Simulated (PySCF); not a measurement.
## Pb⁶⁵⁺ (lead, charge +65) across methods

[Ne] 3s2 3p5, 2P determinant. All numbers are calculated (PySCF 2.14, no relativity, point nucleus, in an uncontracted even-tempered set (16 s from 19 bohr⁻², ratio 2.5; 10 p from 25 bohr⁻², ratio 2.5; 4 d from 100 bohr⁻², ratio 2.7; 4 f from 150 bohr⁻², ratio 2.7)).

```
method   E (hartree)  mean ε 3s β (eV)  mean ε 3p α (eV)  mean ε 3p β (eV)  Σ⟨r²⟩ (bohr²)   ⟨S²⟩
  BLYP     -14752.80           -7455.4           -7299.1           -7287.8         0.2900  0.750
   PBE     -14751.74           -7455.6           -7298.9           -7287.5         0.2900  0.750
  PBE0     -14751.88           -7475.4           -7315.6           -7303.6         0.2901  0.750
r2SCAN     -14752.23           -7463.4           -7304.9           -7291.9         0.2902  0.750
   LDA     -14742.48           -7452.0           -7296.4           -7284.9         0.2902  0.750
   M06     -14752.06           -7477.7           -7317.7           -7304.4         0.2901  0.750
   UHF  -14751.48198           -7532.5           -7363.8           -7349.7         0.2902  0.750
```

A non-relativistic calculation at this Z misses sizeable relativistic shifts. Spin-orbit coupling, absent here, splits the open shell strongly.
